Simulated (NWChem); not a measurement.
The numbers come from NWChem runs, not from measurements. System: C₃H₄FNSi, charge 0, spin multiplicity 1, displaced from the optimised geometry. The structure started from a generated list of species.

The NWChem input:

```
start mol
memory heap 200 mb stack 800 mb global 1000 mb
geometry units angstroms nocenter noautoz
  F     -0.689802     2.310942     0.000000
  C     -0.355793     0.985487     0.000000
  C     -1.236808    -0.080868     0.000000
  Si    -0.059195    -1.592356     0.000000
  N      1.505757    -0.623577     0.000000
  C      1.135256     0.638346     0.000000
  H     -2.349483     0.045592     0.000000
  H     -0.146630    -2.468429    -1.252442
  H     -0.146630    -2.468429     1.252442
  H      1.883459     1.493015     0.000000
  symmetry group Cs
end
basis spherical
  * library def2-svp
end
dft
  xc xpbe96 cpbe96
  semidirect memsize 60000000 filesize 0
  iterations 100
  convergence nodiis damp 40
end
task dft gradient
```

The output up to the point where the run's verdict is printed (cleaned and shortened):

```
             Northwest Computational Chemistry Package (NWChem) 7.3.0
             --------------------------------------------------------

                                NWChem Input Module
                                -------------------

 Scaling coordinates for geometry "geometry" by  1.889725989
 (inverse scale =  0.529177249)

 Turning off AUTOSYM since
 SYMMETRY directive was detected!

                             Geometry "geometry" -> ""
                             -------------------------

 Output coordinates in angstroms (scale by  1.889725989 to convert to a.u.)

  No.       Tag          Charge          X              Y              Z
 ---- ---------------- ---------- -------------- -------------- --------------
    1 F                    9.0000    -0.68980200     2.31094200     0.00000000
    2 C                    6.0000    -0.35579300     0.98548700     0.00000000
    3 C                    6.0000    -1.23680800    -0.08086800     0.00000000
    4 Si                  14.0000    -0.05919500    -1.59235600     0.00000000
    5 N                    7.0000     1.50575700    -0.62357700     0.00000000
    6 C                    6.0000     1.13525600     0.63834600     0.00000000
    7 H                    1.0000    -2.34948300     0.04559200     0.00000000
    8 H                    1.0000    -0.14663000    -2.46842900    -1.25244200
    9 H                    1.0000    -0.14663000    -2.46842900     1.25244200
   10 H                    1.0000     1.88345900     1.49301500     0.00000000

 Effective nuclear repulsion energy (a.u.)     265.7622173656

            Nuclear Dipole moment (a.u.)
            ----------------------------
        X                 Y               Z
 ---------------- ---------------- ----------------
    -0.0000056692    -0.0000113384     0.0000000000

      Symmetry information
      --------------------

 Group name             Cs
 Group number              2
 Group order               2
 No. of unique centers     9

      Symmetry unique atoms

     1    2    3    4    5    6    7    8   10


 Summary of "ao basis" -> "" (spherical)
[...]
 d= 0,ls=0.5         52   -258.4431753190  1.46D+02  4.31D-01              23.1
 d= 0,ls=0.5         53   -404.8107797733 -1.46D+02  4.31D-01              23.5
 d= 0,ls=0.5         54   -258.4431753190  1.46D+02  4.31D-01              23.8
 d= 0,ls=0.5         55   -404.8107797733 -1.46D+02  4.31D-01              24.1
 d= 0,ls=0.5         56   -258.4431753190  1.46D+02  4.31D-01              24.5
 d= 0,ls=0.5         57   -404.8107797733 -1.46D+02  4.31D-01              24.8
 d= 0,ls=0.5         58   -258.4431753190  1.46D+02  4.31D-01              25.2
 d= 0,ls=0.5         59   -404.8107797733 -1.46D+02  4.31D-01              25.5
 d= 0,ls=0.5         60   -258.4431753190  1.46D+02  4.31D-01              25.9
 d= 0,ls=0.5         61   -404.8107797733 -1.46D+02  4.31D-01              26.3
 d= 0,ls=0.5         62   -258.4431753190  1.46D+02  4.31D-01              26.6
 d= 0,ls=0.5         63   -404.8107797733 -1.46D+02  4.31D-01              27.0
 d= 0,ls=0.5         64   -258.4431753190  1.46D+02  4.31D-01              27.4
 d= 0,ls=0.5         65   -404.8107797733 -1.46D+02  4.31D-01              27.8
 d= 0,ls=0.5         66   -258.4431753190  1.46D+02  4.31D-01              28.2
 d= 0,ls=0.5         67   -404.8107797733 -1.46D+02  4.31D-01              28.6
 d= 0,ls=0.5         68   -258.4431753190  1.46D+02  4.31D-01              29.0
 d= 0,ls=0.5         69   -404.8107797733 -1.46D+02  4.31D-01              29.5
 d= 0,ls=0.5         70   -258.4431753190  1.46D+02  4.31D-01              29.9
 d= 0,ls=0.5         71   -404.8107797733 -1.46D+02  4.31D-01              30.4
 d= 0,ls=0.5         72   -258.4431753190  1.46D+02  4.31D-01              30.8
 d= 0,ls=0.5         73   -404.8107797733 -1.46D+02  4.31D-01              31.3
 d= 0,ls=0.5         74   -258.4431753190  1.46D+02  4.31D-01              31.7
 d= 0,ls=0.5         75   -404.8107797733 -1.46D+02  4.31D-01              32.2
 d= 0,ls=0.5         76   -258.4431753190  1.46D+02  4.31D-01              32.6
 d= 0,ls=0.5         77   -404.8107797733 -1.46D+02  4.31D-01              33.0
 d= 0,ls=0.5         78   -258.4431753190  1.46D+02  4.31D-01              33.3
 d= 0,ls=0.5         79   -404.8107797733 -1.46D+02  4.31D-01              33.7
 d= 0,ls=0.5         80   -258.4431753190  1.46D+02  4.31D-01              34.1
 d= 0,ls=0.5         81   -404.8107797733 -1.46D+02  4.31D-01              34.6
 d= 0,ls=0.5         82   -258.4431753190  1.46D+02  4.31D-01              35.0
 d= 0,ls=0.5         83   -404.8107797733 -1.46D+02  4.31D-01              35.5
 d= 0,ls=0.5         84   -258.4431753190  1.46D+02  4.31D-01              36.1
 d= 0,ls=0.5         85   -404.8107797733 -1.46D+02  4.31D-01              36.6
 d= 0,ls=0.5         86   -258.4431753190  1.46D+02  4.31D-01              37.1
 d= 0,ls=0.5         87   -404.8107797733 -1.46D+02  4.31D-01              37.6
 d= 0,ls=0.5         88   -258.4431753190  1.46D+02  4.31D-01              38.1
 d= 0,ls=0.5         89   -404.8107797733 -1.46D+02  4.31D-01              38.5
 d= 0,ls=0.5         90   -258.4431753190  1.46D+02  4.31D-01              38.9
 d= 0,ls=0.5         91   -404.8107797733 -1.46D+02  4.31D-01              39.4
 d= 0,ls=0.5         92   -258.4431753190  1.46D+02  4.31D-01              39.7
 d= 0,ls=0.5         93   -404.8107797733 -1.46D+02  4.31D-01              40.1
 d= 0,ls=0.5         94   -258.4431753190  1.46D+02  4.31D-01              40.6
 d= 0,ls=0.5         95   -404.8107797733 -1.46D+02  4.31D-01              41.0
 d= 0,ls=0.5         96   -258.4431753190  1.46D+02  4.31D-01              41.3
 d= 0,ls=0.5         97   -404.8107797733 -1.46D+02  4.31D-01              41.7
 d= 0,ls=0.5         98   -258.4431753190  1.46D+02  4.31D-01              42.1
 d= 0,ls=0.5         99   -404.8107797733 -1.46D+02  4.31D-01              42.5
 d= 0,ls=0.5        100   -258.4431753190  1.46D+02  4.31D-01              43.0
```

Convergence was not reached. The next line reads: Calculation failed to converge. NWChem stopped with the message: dft gradient failed.
